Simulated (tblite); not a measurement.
A geometry optimisation, step by step.

C7H16BP.
Atom-mapped SMILES: `[BH3-:1][P@@+:2]([CH3:3])([CH2:4][CH:5]=[CH2:6])[C:7](=[CH2:8])[CH3:9]` (hydrogens: H10, H11, H12 on B1; H13, H14, H15 on C3; H16, H17 on C4; H18 on C5; H19, H20 on C6; H21, H22 on C8; H23, H24, H25 on C9)
Bond orders are those of one Lewis drawing.

Computed with GFN2-xTB (tblite), gas phase: L-BFGS steps from a force-field or distance-geometry start until the largest atomic force falls under 0.01 eV/Å. 8 of its 190 geometries are shown.

Step 0: E = -729.6403 eV, largest atomic force 3.076 eV/Å
```
atom  x, y, z in Å  |  force x, y, z in eV/Å
B1     -1.447    1.234    1.588   -0.372   0.306   0.117
P2     -0.311    0.505    0.237   -1.939   1.134   2.102
C3     -0.233    1.783   -1.029   -0.659   1.319  -0.050
C4      1.300    0.147    0.955    1.278  -0.797   1.737
C5      2.451    0.413    0.099    1.898  -0.545  -1.596
C6      3.323   -0.533   -0.290   -0.465   0.792   0.217
C7     -1.112   -0.989   -0.297    0.470  -0.900  -0.288
C8     -1.185   -1.280   -1.580   -0.310  -0.551  -1.370
C9     -1.701   -1.923    0.722   -0.906   0.728   0.115
H10    -2.559    1.260    1.141   -0.001  -0.127  -0.126
H11    -1.395    0.600    2.591    0.156  -0.161   0.060
H12    -1.065    2.348    1.748    0.220   0.224   0.112
H13     0.407    1.548   -1.859    0.292   0.130  -0.395
H14    -1.280    2.017   -1.375    0.905  -0.559   0.243
H15     0.067    2.738   -0.495    0.058  -1.102  -0.576
H16     1.371   -0.929    1.301   -0.421   0.835  -0.386
H17     1.465    0.751    1.900   -0.655  -0.271  -0.781
H18     2.633    1.426   -0.286   -0.320  -0.336   0.346
H19     3.227   -1.559    0.042    0.045   0.178  -0.111
H20     4.174   -0.295   -0.927   -0.333  -0.148   0.250
H21    -1.698   -2.208   -1.901    0.332   0.813   0.002
H22    -0.771   -0.629   -2.357   -0.222  -0.452   0.330
H23    -2.714   -2.200    0.361    0.618  -0.081   0.244
H24    -1.098   -2.820    0.825   -0.026   0.063   0.205
H25    -1.858   -1.382    1.675    0.356  -0.490  -0.402
```

Step 27: E = -730.3293 eV, largest atomic force 0.158 eV/Å
```
atom  x, y, z in Å  |  force x, y, z in eV/Å
B1     -1.561    1.349    1.762   -0.065   0.090   0.112
P2     -0.456    0.583    0.397    0.022  -0.020   0.026
C3     -0.185    1.689   -1.035    0.005  -0.006   0.001
C4      1.265    0.153    0.986   -0.036  -0.018   0.035
C5      2.384    0.379    0.028   -0.030   0.031   0.038
C6      3.252   -0.543   -0.348    0.004  -0.020  -0.013
C7     -1.080   -0.964   -0.340   -0.014  -0.020  -0.002
C8     -1.122   -1.204   -1.644    0.041  -0.052   0.025
C9     -1.643   -1.918    0.674    0.005  -0.049   0.023
H10    -2.670    1.377    1.314    0.098   0.030   0.001
H11    -1.467    0.658    2.736    0.032   0.011  -0.076
H12    -1.080    2.434    1.927   -0.049  -0.039  -0.001
H13     0.490    1.243   -1.760    0.048   0.032  -0.067
H14    -1.154    1.884   -1.492   -0.004   0.023  -0.004
H15     0.225    2.629   -0.670   -0.004   0.008   0.004
H16     1.244   -0.885    1.329   -0.012   0.012  -0.008
H17     1.410    0.793    1.864   -0.005   0.011  -0.017
H18     2.495    1.399   -0.320    0.033  -0.043   0.017
H19     3.189   -1.568   -0.018   -0.061   0.016   0.038
H20     4.082   -0.314   -0.994   -0.047   0.017  -0.051
H21    -1.545   -2.120   -2.021   -0.052  -0.028  -0.025
H22    -0.726   -0.534   -2.387   -0.004   0.028   0.024
H23    -2.613   -2.299    0.360    0.007   0.003  -0.053
H24    -0.980   -2.771    0.805    0.066  -0.065   0.007
H25    -1.765   -1.426    1.637    0.020   0.045  -0.032
```

Step 54: E = -730.3818 eV, largest atomic force 0.118 eV/Å
```
atom  x, y, z in Å  |  force x, y, z in eV/Å
B1     -1.559    1.419    1.762   -0.044   0.072   0.050
P2     -0.503    0.611    0.381    0.113  -0.027   0.019
C3     -0.130    1.709   -1.036   -0.032   0.012  -0.007
C4      1.173    0.237    1.100    0.024  -0.037   0.014
C5      2.278    0.362    0.115    0.079  -0.029  -0.034
C6      2.931   -0.655   -0.423   -0.032   0.070   0.076
C7     -1.007   -0.974   -0.376    0.067  -0.051   0.039
C8     -1.078   -1.204   -1.681    0.014   0.020   0.037
C9     -1.416   -1.997    0.642   -0.051  -0.055   0.032
H10    -2.660    1.588    1.346   -0.004  -0.006  -0.008
H11    -1.500    0.682    2.701   -0.023   0.000  -0.038
H12    -0.950    2.437    1.943   -0.067  -0.013   0.008
H13     0.592    1.269   -1.720   -0.002  -0.007  -0.017
H14    -1.065    1.913   -1.553   -0.017   0.037  -0.031
H15     0.261    2.646   -0.639   -0.021   0.000   0.001
H16     1.132   -0.769    1.527   -0.020   0.030   0.004
H17     1.293    0.960    1.914    0.000  -0.047  -0.047
H18     2.535    1.378   -0.158    0.035  -0.040  -0.027
H19     2.715   -1.675   -0.147   -0.006   0.031  -0.070
H20     3.718   -0.500   -1.142   -0.015  -0.060   0.027
H21    -1.448   -2.147   -2.054    0.034   0.035  -0.010
H22    -0.768   -0.488   -2.421   -0.049   0.020  -0.008
H23    -2.284   -2.558    0.302    0.011  -0.001   0.000
H24    -0.611   -2.712    0.821    0.005   0.057  -0.011
H25    -1.660   -1.507    1.584    0.001  -0.010   0.001
```

Step 81: E = -730.4312 eV, largest atomic force 0.068 eV/Å
```
atom  x, y, z in Å  |  force x, y, z in eV/Å
B1     -1.672    1.453    1.701   -0.024   0.005   0.000
P2     -0.479    0.668    0.414    0.020   0.001   0.000
C3     -0.124    1.778   -1.002    0.017  -0.015  -0.003
C4      1.191    0.323    1.154    0.014   0.007   0.034
C5      2.295    0.244    0.159   -0.033   0.041  -0.025
C6      2.615   -0.845   -0.517   -0.005  -0.010   0.025
C7     -0.897   -0.941   -0.340    0.018  -0.052   0.001
C8     -1.052   -1.119   -1.644   -0.011   0.004  -0.011
C9     -1.127   -2.039    0.656   -0.010  -0.045   0.017
H10    -2.703    1.625    1.130   -0.017  -0.010   0.008
H11    -1.748    0.689    2.613   -0.004  -0.008  -0.002
H12    -1.111    2.470    1.987   -0.019  -0.020  -0.010
H13     0.616    1.356   -1.679   -0.005   0.021   0.025
H14    -1.059    1.966   -1.531    0.043   0.006   0.031
H15     0.237    2.722   -0.595   -0.002  -0.025  -0.012
H16     1.077   -0.615    1.704    0.030  -0.003   0.003
H17     1.362    1.120    1.881    0.026   0.035  -0.009
H18     2.838    1.165   -0.019   -0.020  -0.010   0.004
H19     2.090   -1.775   -0.372    0.030  -0.007  -0.012
H20     3.417   -0.849   -1.235   -0.012  -0.036  -0.018
H21    -1.367   -2.069   -2.048    0.017  -0.030   0.010
H22    -0.872   -0.344   -2.365   -0.035   0.050  -0.029
H23    -1.781   -2.807    0.245    0.030   0.031   0.011
H24    -0.181   -2.514    0.927   -0.052   0.031  -0.017
H25    -1.576   -1.640    1.565    0.002   0.037  -0.021
```

Step 108: E = -730.4469 eV, largest atomic force 0.026 eV/Å
```
atom  x, y, z in Å  |  force x, y, z in eV/Å
B1     -1.738    1.387    1.670   -0.004  -0.003   0.003
P2     -0.445    0.675    0.439   -0.009   0.013  -0.020
C3     -0.077    1.804   -0.957    0.006   0.006  -0.015
C4      1.244    0.358    1.153    0.013   0.000  -0.006
C5      2.297    0.222    0.106   -0.001  -0.007  -0.004
C6      2.590   -0.905   -0.518   -0.001   0.003   0.019
C7     -0.868   -0.923   -0.329   -0.017   0.000   0.003
C8     -1.076   -1.075   -1.630    0.007  -0.006  -0.010
C9     -1.104   -2.018    0.666    0.003   0.002  -0.004
H10    -2.744    1.464    1.032   -0.005   0.004   0.013
H11    -1.812    0.623    2.582    0.007  -0.007   0.003
H12    -1.288    2.448    1.980    0.006   0.009  -0.004
H13     0.652    1.379   -1.645   -0.008  -0.001   0.001
H14    -1.004    2.030   -1.480   -0.006   0.002   0.021
H15     0.312    2.729   -0.533   -0.004   0.001  -0.002
H16     1.158   -0.547    1.758    0.002  -0.004   0.012
H17     1.452    1.199    1.819    0.001   0.001   0.002
H18     2.821    1.133   -0.152   -0.003  -0.016  -0.011
H19     2.088   -1.831   -0.288    0.001   0.000   0.006
H20     3.346   -0.953   -1.283   -0.002   0.001   0.009
H21    -1.407   -2.019   -2.035    0.003  -0.003  -0.013
H22    -0.925   -0.283   -2.341   -0.003   0.000  -0.005
H23    -1.712   -2.814    0.241    0.018  -0.001  -0.019
H24    -0.158   -2.450    0.997   -0.015   0.008   0.006
H25    -1.614   -1.610    1.538    0.011  -0.002   0.014
```

Step 135: E = -730.4558 eV, largest atomic force 0.025 eV/Å
```
atom  x, y, z in Å  |  force x, y, z in eV/Å
B1     -1.737    1.352    1.712    0.006  -0.006  -0.007
P2     -0.458    0.705    0.428   -0.003  -0.004  -0.022
C3     -0.114    1.864   -0.951    0.000   0.005   0.002
C4      1.243    0.401    1.120   -0.001   0.002  -0.009
C5      2.262    0.165    0.061   -0.005  -0.003  -0.010
C6      2.594   -1.027   -0.404    0.000   0.006   0.005
C7     -0.856   -0.887   -0.366   -0.017  -0.011   0.012
C8     -1.058   -1.035   -1.668    0.007   0.012  -0.005
C9     -1.072   -1.998    0.615    0.001  -0.010  -0.002
H10    -2.780    1.356    1.133    0.006   0.007   0.000
H11    -1.706    0.591    2.630    0.002   0.009  -0.004
H12    -1.343    2.444    1.988    0.003  -0.002   0.007
H13     0.527    1.420   -1.710    0.002   0.010   0.013
H14    -1.061    2.174   -1.391    0.002  -0.017   0.002
H15     0.371    2.742   -0.526   -0.014   0.010  -0.003
H16     1.154   -0.454    1.794    0.006  -0.003   0.011
H17     1.487    1.284    1.716   -0.013   0.012   0.013
H18     2.726    1.053   -0.348    0.004  -0.019  -0.010
H19     2.154   -1.932   -0.018    0.006  -0.002   0.003
H20     3.324   -1.149   -1.185    0.007  -0.002  -0.003
H21    -1.362   -1.985   -2.081   -0.001   0.014   0.000
H22    -0.933   -0.235   -2.376    0.000   0.010  -0.001
H23    -1.566   -2.844    0.143    0.001  -0.024   0.006
H24    -0.122   -2.338    1.027    0.001  -0.011   0.005
H25    -1.685   -1.641    1.442   -0.002   0.016  -0.002
```

Step 162: E = -730.4617 eV, largest atomic force 0.042 eV/Å
```
atom  x, y, z in Å  |  force x, y, z in eV/Å
B1     -1.711    1.336    1.747   -0.002  -0.008   0.005
P2     -0.461    0.714    0.425    0.007   0.005  -0.011
C3     -0.177    1.906   -0.939    0.003   0.010   0.001
C4      1.257    0.430    1.083   -0.016  -0.003  -0.007
C5      2.243    0.097    0.020    0.001  -0.023  -0.035
C6      2.626   -1.129   -0.293   -0.019   0.026   0.014
C7     -0.853   -0.869   -0.394    0.014   0.004  -0.005
C8     -1.054   -0.984   -1.699   -0.006   0.001   0.001
C9     -1.058   -1.997    0.568   -0.013   0.008   0.008
H10    -2.768    1.340    1.194    0.001   0.006   0.004
H11    -1.653    0.568    2.657   -0.004   0.004  -0.009
H12    -1.316    2.428    2.023    0.001  -0.009   0.007
H13     0.512    1.522   -1.689   -0.016   0.011   0.008
H14    -1.137    2.143   -1.394    0.016  -0.013   0.000
H15     0.226    2.818   -0.499    0.001  -0.015   0.002
H16     1.177   -0.368    1.824    0.007   0.005   0.004
H17     1.526    1.355    1.600   -0.002  -0.009   0.009
H18     2.640    0.941   -0.530    0.014  -0.015  -0.003
H19     2.260   -1.996    0.232    0.003   0.021   0.005
H20     3.329   -1.320   -1.087    0.006   0.003   0.003
H21    -1.353   -1.922   -2.140    0.005  -0.001   0.005
H22    -0.935   -0.162   -2.383   -0.001  -0.009  -0.004
H23    -1.463   -2.874    0.068   -0.002   0.000  -0.013
H24    -0.120   -2.274    1.047    0.011   0.003  -0.003
H25    -1.747   -1.678    1.349   -0.008   0.000   0.015
```

Step 189: E = -730.4638 eV, largest atomic force 0.010 eV/Å
```
atom  x, y, z in Å  |  force x, y, z in eV/Å
B1     -1.690    1.297    1.791   -0.002   0.004  -0.006
P2     -0.471    0.734    0.414    0.002  -0.002  -0.003
C3     -0.235    1.962   -0.927    0.001   0.001  -0.001
C4      1.265    0.463    1.024    0.003   0.004   0.006
C5      2.208    0.019   -0.037    0.000   0.004   0.003
C6      2.655   -1.217   -0.167    0.005  -0.006   0.004
C7     -0.852   -0.838   -0.430    0.003  -0.005   0.001
C8     -1.044   -0.945   -1.737   -0.001   0.000   0.002
C9     -1.046   -1.977    0.522   -0.002  -0.003   0.001
H10    -2.759    1.334    1.265   -0.002   0.005   0.000
H11    -1.614    0.485    2.660    0.000   0.000  -0.003
H12    -1.282    2.373    2.113    0.000  -0.006   0.002
H13     0.466    1.621   -1.686   -0.007  -0.001  -0.004
H14    -1.203    2.170   -1.379    0.000  -0.003   0.001
H15     0.133    2.879   -0.469    0.000  -0.002   0.004
H16     1.204   -0.269    1.833   -0.004   0.009   0.001
H17     1.570    1.422    1.454    0.004   0.000   0.003
H18     2.526    0.781   -0.737   -0.004  -0.004  -0.004
H19     2.373   -1.998    0.520    0.000  -0.002  -0.005
H20     3.328   -1.501   -0.957    0.001   0.002  -0.001
H21    -1.325   -1.885   -2.186   -0.001  -0.002   0.006
H22    -0.934   -0.117   -2.416    0.003   0.003   0.006
H23    -1.373   -2.875    0.003    0.001   0.005  -0.003
H24    -0.119   -2.196    1.051   -0.004  -0.003  -0.007
H25    -1.793   -1.699    1.266    0.006   0.002  -0.003
```

Problem. Summarise the path.

Solution. The energy falls by 0.8235 eV from step 0 to step 189; nine tenths of that is first reached at step 54. It falls at every step. The largest force goes from 3.076 to 0.010 eV/Å. Among the bonds P2–C4 changes most, from 1.800 to 1.860 Å; the atoms move by 0.711 Å rms after alignment.

Problem. Follow the three bonds and two angles with the largest change from start to end.

Solution. 
| step | E above end (eV) | largest force (eV/Å) | P2–C4 (Å) | P2–C7 (Å) | C3–H15 (Å) | B1–P2–C7 (°) | C3–P2–C4 (°) |
| --- | --- | --- | --- | --- | --- | --- | --- |
| 0 | 0.8235 | 3.076 | 1.800 | 1.777 | 1.134 | 105.4 | 112.5 |
| 8 | 0.2499 | 0.327 | 1.861 | 1.827 | 1.089 | 112.2 | 108.1 |
| 16 | 0.1731 | 0.216 | 1.863 | 1.832 | 1.088 | 114.8 | 105.7 |
| 25 | 0.1396 | 0.112 | 1.867 | 1.826 | 1.088 | 115.3 | 104.7 |
| 33 | 0.1237 | 0.073 | 1.863 | 1.828 | 1.088 | 116.0 | 104.4 |
| 41 | 0.1142 | 0.085 | 1.867 | 1.830 | 1.089 | 117.3 | 104.6 |
| 49 | 0.0918 | 0.135 | 1.861 | 1.828 | 1.090 | 119.8 | 104.3 |
| 58 | 0.0739 | 0.110 | 1.855 | 1.830 | 1.089 | 121.9 | 103.8 |
| 66 | 0.0556 | 0.086 | 1.861 | 1.831 | 1.089 | 121.7 | 103.8 |
| 74 | 0.0428 | 0.081 | 1.861 | 1.826 | 1.090 | 120.9 | 103.7 |
| 82 | 0.0315 | 0.070 | 1.860 | 1.825 | 1.090 | 119.6 | 104.2 |
| 90 | 0.0243 | 0.056 | 1.860 | 1.823 | 1.089 | 118.3 | 103.9 |
| 99 | 0.0195 | 0.064 | 1.862 | 1.823 | 1.089 | 116.8 | 103.1 |
| 107 | 0.0170 | 0.027 | 1.862 | 1.823 | 1.090 | 115.9 | 102.4 |
| 115 | 0.0156 | 0.038 | 1.863 | 1.824 | 1.090 | 115.8 | 102.1 |
| 123 | 0.0127 | 0.055 | 1.863 | 1.824 | 1.090 | 116.6 | 101.7 |
| 131 | 0.0091 | 0.056 | 1.861 | 1.823 | 1.089 | 116.3 | 102.0 |
| 140 | 0.0072 | 0.020 | 1.860 | 1.825 | 1.090 | 116.2 | 102.5 |
| 148 | 0.0056 | 0.045 | 1.861 | 1.824 | 1.089 | 116.4 | 102.6 |
| 156 | 0.0036 | 0.033 | 1.860 | 1.824 | 1.089 | 116.6 | 102.8 |
| 164 | 0.0018 | 0.028 | 1.861 | 1.825 | 1.090 | 117.0 | 102.8 |
| 173 | 0.0012 | 0.014 | 1.861 | 1.824 | 1.089 | 116.9 | 102.7 |
| 181 | 0.0006 | 0.018 | 1.861 | 1.826 | 1.090 | 116.9 | 102.5 |
| 189 | 0.0000 | 0.010 | 1.860 | 1.825 | 1.090 | 116.8 | 102.5 |

What follows is the cost of the whole relaxation. On Intel Xeon Platinum 8488C, one thread, no GPU, on a shared host, this took 1.9 s of wall time.
